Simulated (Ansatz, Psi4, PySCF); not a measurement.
C$_{3}$H$_{9}$In (SMILES [CH3][In]([CH3])[CH3]), singlet, geometry from GFN2-xTB (such geometries of metal compounds can be far from the true shape) (core potentials on In). Base run: BHANDHLYP/def2-SVP (PySCF).

The PySCF input:
```python
from pyscf import gto, scf, dft

mol = gto.M(
    atom='''
In   -0.00027071    0.00058834   -0.00069908
C    -1.54741402   -1.60362658   -0.25516667
H    -1.47645898   -2.03150186   -1.25510468
H    -2.54532539   -1.18425536   -0.13021367
H    -1.39904443   -2.39480853    0.47847392
C    -0.16211960    1.91699700   -1.15548571
H     0.80256149    2.17280153   -1.59247574
H    -0.46352417    2.72452625   -0.48838330
H    -0.90066120    1.82322629   -1.95032013
C     1.71103614   -0.31596421    1.41393740
H     2.33646867    0.57422770    1.46297261
H     2.31750483   -1.15712290    1.07865522
H     1.33272866   -0.54035921    2.41094086
''',
    basis='def2-svp',
    ecp={'In': 'def2-svp'},
    verbose=4,
)

mf = dft.RKS(mol)
mf.xc = 'bhandhlyp'
mf.kernel()
```

The same geometry, method and basis name were run in Ansatz (a quantum-chemistry and plane-wave program) and Psi4 and PySCF, at each program's defaults and at the settings that a row names. The base is PySCF at its defaults. Differences at the defaults can come from grids, fitting, cores and function types together.

| code and settings | ΔE vs base (mEh) | basis functions | E (Eh) | SCF cycles |
|---|---|---|---|---|
| PySCF, defaults (exact integrals, its default grid, spherical functions) | 0.000 | 113 | -309.58585 | 9 |
| Psi4, defaults (density fitting with its default set, its default grid, spherical functions) | -0.038 | 113 | -309.58589 | 8 |
| Ansatz, defaults (factorised integrals, its default grid, spherical functions) | 0.021 | 113 | -309.58583 | - |
| PySCF, density fitting with def2-universal-jkfit | -0.039 | 113 | -309.58589 | 9 |
| PySCF, fine grid | 0.001 | 113 | -309.58585 | 9 |
| Psi4, exact integrals, spherical functions, fine grid | 0.002 | 113 | -309.58585 | 10 |
| Ansatz, high accuracy | 0.001 | 113 | -309.58585 | - |
